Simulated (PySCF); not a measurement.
## SeCl4, singlet: computed properties

These are results of PBE0/[Se def2-TZVP, Cl def2-TZVP], no relativity, density fitting, PySCF, not measurements.

The structure is a minimum.

```
Point group                                                                   : C2v
Bond lengths                                                                  : Se–Cl 2.139 Å (×2), Se–Cl 2.323 Å (×2)
Bond angles                                                                   : Cl–Se–Cl 91.3° (×4), Cl–Se–Cl 102.1°, Cl–Se–Cl 175.7°
Lowest empty level                                                            : -3.78 eV
Rotational constants                                                          : 0.05908, 0.03599, 0.02955 cm⁻¹
Highest occupied level                                                        : -8.32 eV
Zero-point energy                                                             : 13.3 kJ/mol
Atomisation energy without zero-point energy                                  : 840 kJ/mol
Principal polarisabilities                                                    : 59.6, 77.9, 123.0 bohr³
Entropy at 298.15 K and 1 bar                                                 : 369.6 J/(mol K)
Rotational symmetry number                                                    : 2
Principal quadrupole moments (Buckingham, traceless) about the centre of mass : -13.28, 5.52, 7.76 D Å
Heat capacity Cp at 298.15 K                                                  : 98.8 J/(mol K)
Enthalpy at 298.15 K above 0 K                                                : 21.99 kJ/mol
Dipole moment                                                                 : 0.45 D
```

Harmonic modes (masses in u: Se 79.917, Cl 34.969):
```tsv
symmetry	ω (cm⁻¹)	IR (km/mol)	μ (u)
a1	92	2.1	35.49
b2	126	3.3	40.19
a2	175	0.0	34.97
a1	187	2.5	42.60
b1	202	0.3	37.58
a1	285	5.8	35.26
b1	324	335	48.11
b2	407	67.4	43.86
a1	422	18.6	41.42
```

In C2v the vibrations span 4a1 + 2b2 + a2 + 2b1. The a2 mode carries no infrared intensity, as symmetry demands.

Charges (e):
```csv
atom,Mulliken,Löwdin,polar tensor,Mayer order to Se1
Se1,0.66,-0.01,2.13,–
"Cl2,3",-0.04,0.14,-0.34,1.13
"Cl4,5",-0.29,-0.14,-0.73,0.87
```

Mulliken populations on Se1: s 7.90, p 14.87, d 10.52, f 0.05.

Counting electrons, selenium keeps 2 of its valence electrons outside its bonds, so the VSEPR class is AX4E1 and the expected shape is see-saw (C2v), as computed.

The final relaxation and frequency run took 2.2 min on 4 threads of a shared Arm Neoverse V2 host, with 196 basis functions and 16 gradients; the process peaked at 2.2 GiB.
